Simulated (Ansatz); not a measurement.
Consider the redistribution: `C[Si](S)(Cl)Cl` + `FBBCl` → `S[Si](Cl)(Cl)Cl` + `CBBF`.

Gas-phase electronic energies from Ansatz, PBE0-D4/def2-TZVP geometries. CBS: MP2 limit from def2 TZ/QZ plus the TZ coupled-cluster correction, frozen cores. DFT in def2-TZVPP. B3LYP here is the variant with VWN-RPA as its local correlation; programs differ in this. HSE06 is defined as in plane-wave codes. Each species was taken in one conformer, which may not be the lowest.

```
             level  ΔE (kcal/mol)  difference from CCSD(T)/CBS
         revPBE-D4            2.4                         -0.5
           BLYP-D4            2.4                         -0.5
          PBE-QIDH            2.7                         -0.2
            revPBE            2.5                         -0.4
              BLYP            2.6                         -0.3
              PBE0            2.3                         -0.6
             B3LYP            2.4                         -0.5
           r2SCANh            2.1                         -0.8
             HSE06            2.3                         -0.6
       HF/def2-SVP            3.7                          0.8
      MP2/def2-SVP            5.1                          2.2
     HF/def2-TZVPP            2.7                         -0.2
    MP2/def2-TZVPP            3.4                          0.5
CCSD(T)/def2-TZVPP            4.0                          1.1
SCS-MP2/def2-QZVPP            2.8                         -0.1
     MP2/CBS(def2)            2.3                         -0.6
       CCSD(T)/CBS            2.9                            0
```

Largest T1 diagnostic among the species: 0.014.

At CCSD(T), def2-SVP lies +2.6 kcal/mol from the extrapolated value and def2-TZVPP +1.1 kcal/mol. Leaving LDA and LC-ωPBE aside and taking each functional with its dispersion term where it has one, the values, not all of them listed here, spread over 1.8 kcal/mol, from B97M-V to B2PLYP.
